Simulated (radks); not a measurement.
Task: Radial electron density D(r) = 4 pi r^2 rho(r) of an atom or ion with 44 electrons. Calculated with a radial shooting solver on a logarithmic mesh with Libxc functionals: Dirac Kohn-Sham, LDA (Slater exchange, Perdew-Wang correlation), spin-unpolarised, spherical densities, point nucleus.

| r (bohr) | D(r) (e/bohr) |
|---|---|
| 0.001188 | 1.835 |
| 0.001362 | 2.328 |
| 0.001547 | 2.906 |
| 0.001759 | 3.619 |
| 0.002015 | 4.556 |
| 0.00229 | 5.639 |
| 0.002603 | 6.955 |
| 0.002982 | 8.653 |
| 0.003389 | 10.58 |
| 0.003852 | 12.86 |
| 0.004413 | 15.72 |
| 0.005016 | 18.86 |
| 0.005701 | 22.44 |
| 0.006531 | 26.74 |
| 0.007423 | 31.22 |
| 0.008437 | 36.02 |
| 0.009666 | 41.34 |
| 0.01099 | 46.37 |
| 0.01249 | 51.17 |
| 0.01431 | 55.68 |
| 0.01626 | 59.07 |
| 0.01848 | 61.32 |
| 0.02117 | 62.26 |
| 0.02406 | 61.73 |
| 0.02735 | 60.03 |
| 0.03133 | 57.46 |
| 0.03561 | 55.09 |
| 0.04047 | 53.66 |
| 0.04637 | 54.09 |
| 0.0527 | 56.82 |
| 0.0599 | 61.71 |
| 0.06862 | 68.25 |
| 0.07799 | 74.04 |
| 0.08864 | 77.59 |
| 0.1016 | 77.31 |
| 0.1154 | 72.92 |
| 0.1312 | 65.78 |
| 0.1503 | 58.02 |
| 0.1708 | 53.49 |
| 0.1942 | 53.32 |
| 0.2224 | 57.20 |
| 0.2528 | 61.64 |
| 0.2873 | 63.03 |
| 0.3292 | 58.41 |
| 0.3741 | 48.59 |
| 0.4252 | 36.45 |
| 0.4872 | 25.35 |
| 0.5537 | 19.38 |
| 0.6293 | 17.92 |
| 0.721 | 19.07 |
| 0.8195 | 19.97 |
| 0.9314 | 19.06 |
| 1.067 | 15.98 |
| 1.213 | 12.02 |
| 1.378 | 8.110 |
| 1.579 | 4.768 |
| 1.795 | 2.600 |
| 2.04 | 1.271 |
| 2.337 | 0.5184 |
| 2.656 | 0.1920 |
| 3.019 | 0.05987 |
| 3.459 | 0.01391 |
| 3.931 | 0.002764 |

What is the nuclear charge?

Result: Z = 48. The innermost maximum, from 1s, lies near gamma/Z bohr with gamma = sqrt(1 - (Z/c)^2) = 0.937, here 0.0195 bohr (found: 0.0215), and its height grows with Z. The density is that of the cadmium ion Cd4+ in [Kr] 4d8; the configuration itself is not fixed sharply by these data, and Z only to a few units. D(r) has 4 maxima, at r = 0.0215, 0.0945, 0.281, 0.826 bohr, and minima at 0.0425, 0.182, 0.624 bohr, inside which lie 2.05, 11.14, 29.09 electrons.
